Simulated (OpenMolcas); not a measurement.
Computed levels of 3s² 3p³ in ions with 15 electrons, in cm-1 above ⁴S°_3/2.

```
Program             : OpenMolcas 26.06
Method              : CASSCF
Basis               : ANO-RCC-VQZP
Scalar Hamiltonian  : DKH2, point nucleus
Spin-orbit coupling : RASSI with atomic mean-field integrals over the reference wave functions, term energies averaged over their components
```

Active space for each ion: 5 electrons in 4 orbitals (3s 3p).

```
  Level     S+   Ar3+
²D°_3/2  19208  26000
²D°_5/2  19240  26149
²P°_1/2  26241  36343
²P°_3/2  26264  36488
```

Question: Estimate ²D°_3/2, ²D°_5/2 for Cl2+ from its neighbours S+ and Ar3+.

Answer: ²D°_3/2 is another term, which grows about linearly with the charge: (19208 + 26000) / 2 = 22604. The calculation gives 22740, so the estimate is off by -0.6 %; the measured value is 18053 (Moore, Atomic Energy Levels, vol. I, NSRDS-NBS 35 (1971 reprint of NBS Circular 467, 1949)).
²D°_5/2 is another term, which grows about linearly with the charge: (19240 + 26149) / 2 = 22694. The calculation gives 22813, so the estimate is off by -0.5 %; the measured value is 18120 (Moore, Atomic Energy Levels, vol. I, NSRDS-NBS 35 (1971 reprint of NBS Circular 467, 1949)).

Without dynamic correlation excited terms often stand tens of per cent too high (terms of higher spin than the ground term too low), and those without a measured partner can miss by more than the paired ones (holds for S+). Computed and measured levels are paired by configuration, term and J; levels that our copy of the source lacks, or whose pairing is in doubt (as where it misses far off the trend of its configuration), stay unpaired and out of the deviations. Only configurations of the active space appear.

° marks odd parity.
